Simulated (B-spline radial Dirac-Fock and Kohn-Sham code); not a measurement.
## Ti²⁺: photoemission with 3490 eV photons

System: titanium as Ti²⁺, 1s2 2s2 2p6 3s2 3p6 3d2.

These are calculated numbers from a B-spline atomic structure program; the model is the independent-particle Dirac-Slater model, thresholds from Dirac-Fock. The asymmetry parameter β is from the dipole term alone. Kinetic energies are from the vacuum level. Open shells are spread statistically over j, without multiplet splitting.

```csv
subshell,electrons,binding (eV),kinetic (eV),σ (kb),β
2s,2,592.0,2898.0,7.55,2.00
2p1/2,2,490.3,2999.7,2.70,1.08
2p3/2,4,484.7,3005.3,5.17,1.08
3s,2,92.33,3397.7,1.03,2.00
3p1/2,2,63.05,3426.9,0.310,1.02
3p3/2,4,62.40,3427.6,0.593,1.02
3d3/2,0.8,25.54,3464.5,0.00243,0.45
3d5/2,1.2,25.50,3464.5,0.00355,0.45
```

Branching ratios of the spin-orbit partners (statistical value in brackets): 2p 1.91 (2.00), 3p 1.91 (2.00), 3d 1.46 (1.50).

Run: 3.4 s of CPU time on 1 thread of Neoverse-N1 (shared host), peak memory 0.33 GiB.
